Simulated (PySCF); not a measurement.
# Calculated properties of ethyldifluoroborane, `CCB(F)F`

Species: ethyldifluoroborane, C2H5BF2.
SMILES with atom numbers: `[CH3:1][CH2:2][B:3]([F:4])[F:5]` (hydrogens: H6, H7, H8 on C1; H9, H10 on C2)

Cartesian coordinates in Å at the PBE0-D3(BJ)/def2-SVP level; atoms count from 1:
```xyz
10
C2H5BF2 angstrom
C     -1.198    0.087   -0.060
C      0.200   -0.432   -0.364
B      1.357    0.265    0.417
F      1.167    1.361    1.131
F      2.594   -0.201    0.392
H     -1.473   -0.095    0.991
H     -1.961   -0.396   -0.689
H     -1.269    1.173   -0.225
H      0.444   -0.309   -1.438
H      0.280   -1.520   -0.196
```

Among its groups: three-coordinate boron.

From PBE0-D3(BJ)/def2-SVP geometry optimisation, gas phase (PySCF):

- Rotational constants A, B, C: 8.894, 3.463, 2.578 GHz

CAM-B3LYP/def2-SVPD ground state, ΔSCF and vertical TDDFT (core frozen in the response) (PySCF):

* Dipole moment: 1.75 D
* HOMO energy: -10.94 eV
* LUMO energy: 0.86 eV
* HOMO–LUMO gap: 11.80 eV
* Lowest singlet excitation: 8.32 eV (149 nm, f = 0.012)
* Strongest line among the 10 lowest singlet transitions: S6 at 9.78 eV (127 nm, f = 0.093)
* Lowest triplet excitation (Tamm–Dancoff): 7.50 eV
* Static isotropic polarisability: 39.1 au
* Vertical ionisation energy: 12.07 eV
* Electronic spatial extent ⟨r²⟩ about the centre of nuclear charge: 463 bohr²

From PBE0/pcSseg-1 ground state and GIAO shieldings, non-relativistic (PySCF):

* Lowest Hirshfeld atomic charge: -0.15 e on C2
* Highest Hirshfeld atomic charge: +0.32 e on B3
* 13C chemical shifts (computed TMS as zero) by class: 8.1 (C1), 6.6 (C2) ppm
* 1H chemical shifts (computed TMS as zero) by class: 0.98 (H6/H7/H8), 0.91 (H9/H10) ppm
* Isotropic shieldings of nuclei other than C and H, by class: 70 (B3), 242 (F4/F5) ppm
* Mayer bond orders between heavy atoms: C1–C2 1.04, C2–B3 1.00, B3–F4 1.12, B3–F5 1.12

**B3LYP/pcJ-1 indirect spin-spin coupling, non-relativistic, gas phase; spin–dipole term left out for some pairs (PySCF)**

- Largest of the computed one-bond spin–spin couplings (means over like bonds): 19F–11B -141.7 (F4–B3 and 1 like it), 13C–1H +133.7 (C1–H6 and 2 like it), 13C–1H +121.7 (C2–H9 and 1 like it), 13C–11B +82.4 (C2–B3), 13C–13C +36.9 (C1–C2) Hz

**delta-SCF UKS SCAN, pcX-2 on the ionised atom, pcseg-1 elsewhere, spin-free X2C (PySCF)**

* Core binding energies: B1s 199.5 (B3), C1s 290.9 (C2), C1s 291.0 (C1), F1s 693.5 (F4/F5) eV

Monoisotopic mass (most abundant isotopes): 78.0452 u.

The rotational constants make it an asymmetric top with κ = (2B − A − C)/(A − C) = -0.72, nearer the prolate limit (−1). The principal polarisabilities are 34.6, 39.5 and 43.3 au; their mean is the isotropic value. The vertical singlet–triplet gap S1 − T1 is 0.82 eV (TDDFT singlet less Tamm–Dancoff triplet; S1: HOMO→LUMO+1, weight 0.80; T1: HOMO→LUMO+1, weight 0.83). No computed singlet falls in the visible range (750 to 380 nm, 1.65 to 3.26 eV); S1 lies 5.06 eV above its blue end. The largest Löwdin shares of the HOMO are 0.29 on C2, 0.19 on C1, 0.15 on B3 and 0.11 on H7. The polarisability is 5.80 Å³ as a volume (1 au = 0.148185 Å³), or 0.98 au for each of the 40 electrons. The ΔSCF ionisation energy exceeds −ε(HOMO) by 1.13 eV with CAM-B3LYP. With B = h/(8π²I), that is 505.379 GHz u Å² over I, the principal moments of inertia are 56.8, 145.9 and 196.0 u Å² (most abundant isotopes); the inertial defect Ic − Ia − Ib is -6.7 u Å² (zero for a rigid planar frame, negative otherwise).

One conformer stands for the species.
